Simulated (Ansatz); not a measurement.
FH₂Sn (`[F][SnH2]`) radical, charge 0, multiplicity 2.

Problem. Give a relaxed structure at PBE0-D4/def2-TZVP (the Gaussian-basis code of Ansatz). (An estimate is asked.)

Solution. Computed: 
Z-matrix (Å, degrees):
```
Sn
F 1 1.932
H 1 1.726 2 103.3
H 1 1.726 2 103.3 3 118.2
```
Point group Cs.
